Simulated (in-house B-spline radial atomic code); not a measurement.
# RPA correlation on LDA exchange-only: neutral chromium

Configuration [Ar] 3d5 4s1, highest spin, mean-field start LDA exchange-only. Computed with a B-spline radial code for spherical atoms: all electrons, scalar-relativistic (spin-free one-electron X2C), finite nucleus, each spin shell either full or empty, empty states to l = 9 with an (l + 1/2)⁻⁴ tail; G0W0 by contour deformation at full frequency.

RPA overbinds a lone outer s electron by self-correlation, and G0W0 tends to as well.

The highest G0W0 level has too low a weight to be given.

Command:
```bash
python run_gw.py task.json out
```
Settings (radii: box in bohr, nucleus in fm):
```
Z                        24
electrons                24
configuration            [Ar] 3d5 4s1
hamiltonian              x2c
method                   lda,
lmax                     9
rms_radius               3.6452
spin_polarised           True
box_radius               40
intervals                73
ion_configuration        [Ar] 3d5
```

Time taken, with all properties: 5.6 s on 1 thread of Arm Neoverse N1, with other jobs on the host.

Energies (hartree):

```csv
term,value
mean-field total,-1046.56535
Hartree-Fock functional on these orbitals,-1049.62667
direct second order,-2.0397
second-order exchange,0.69704
SOSEX correction,0.59415
```

Q: What is the RPA correlation energy, and what remains with SOSEX?

A: RPA gives -1.6422 hartree (-1.86 eV per electron); RPA + SOSEX gives -1.048, and the second-order doubles -1.3426 hartree (no singles). SOSEX takes back 36 % of the RPA value.
